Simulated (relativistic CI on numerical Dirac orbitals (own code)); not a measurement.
# d6 in a ligand field

Computed with a parametric ligand-field model of a d^n configuration (Racah B and C, spin-orbit zeta, crystal field), exact diagonalisation.

Field parameters in Wybourne normalisation: Oh B⁴₀ = 21Dq, B⁴₄ = √(5/14) B⁴₀; Td as Oh with Dq negative (B⁴₀ = 21Dq, B⁴₄ = √(5/14) B⁴₀). The field is a parameter set, without covalency.

Task: Ground term and bands for B = 510, C = 2030, ζ = 0 cm⁻¹, Oh, 10Dq = 38150 cm⁻¹?

Result: Ground term 1A1 with 0.01 electrons in the two orbitals of the cubic e set. Spin-allowed: 1T1 36537 cm⁻¹ (274 nm), 1T2 44098 cm⁻¹ (227 nm), 1T2 73979 cm⁻¹ (135 nm), 1E 74282 cm⁻¹ (135 nm). Lowest spin-forbidden: 3T1 32292 cm⁻¹ (310 nm), 3T2 36069 cm⁻¹ (277 nm), 5T2 58120 cm⁻¹ (172 nm).

Task: Ground term and bands for B = 880, C = 3730, ζ = 0 cm⁻¹, Td, 10Dq = -11550 cm⁻¹?

Result: Ground term 5E with 3.00 electrons in the two orbitals of the cubic e set. Spin-allowed: 5T2 11550 cm⁻¹ (866 nm). Lowest spin-forbidden: 3T1 10237 cm⁻¹ (977 nm), 3E 19216 cm⁻¹ (520 nm), 1T2 20211 cm⁻¹ (495 nm).

Task: A d6 ion in Oh symmetry has the ground term 1A1 and bands at 3T1 17479 cm⁻¹ (572 nm), 3T2 21517 cm⁻¹ (465 nm), 1T1 22623 cm⁻¹ (442 nm), 5T2 27472 cm⁻¹ (364 nm), 1T2 30762 cm⁻¹ (325 nm), 1T2 46312 cm⁻¹ (216 nm), 1E 46573 cm⁻¹ (215 nm). Which parameters reproduce them?

Result: B = 590, C = 2410, ζ = 0 cm⁻¹, Oh, 10Dq = 24300 cm⁻¹.

Task: A d6 ion in Oh symmetry has the ground term 1A1 and bands at 3T1 15357 cm⁻¹ (651 nm), 3T2 17985 cm⁻¹ (556 nm), 1T1 19085 cm⁻¹ (524 nm), 1T2 24382 cm⁻¹ (410 nm), 5T2 25403 cm⁻¹ (394 nm), 1T2 38819 cm⁻¹ (258 nm), 1E 39207 cm⁻¹ (255 nm). Which parameters reproduce them?

Result: B = 370, C = 1780, ζ = 0 cm⁻¹, Oh, 10Dq = 20400 cm⁻¹.

Task: Ground term and bands for B = 820, C = 3160, ζ = 0 cm⁻¹, Td, 10Dq = -4800 cm⁻¹?

Result: Ground term 5E with 3.00 electrons in the two orbitals of the cubic e set. Spin-allowed: 5T2 4800 cm⁻¹ (2083 nm). Lowest spin-forbidden: 3T1 13306 cm⁻¹ (752 nm), 3E 16443 cm⁻¹ (608 nm), 3T1 17445 cm⁻¹ (573 nm).
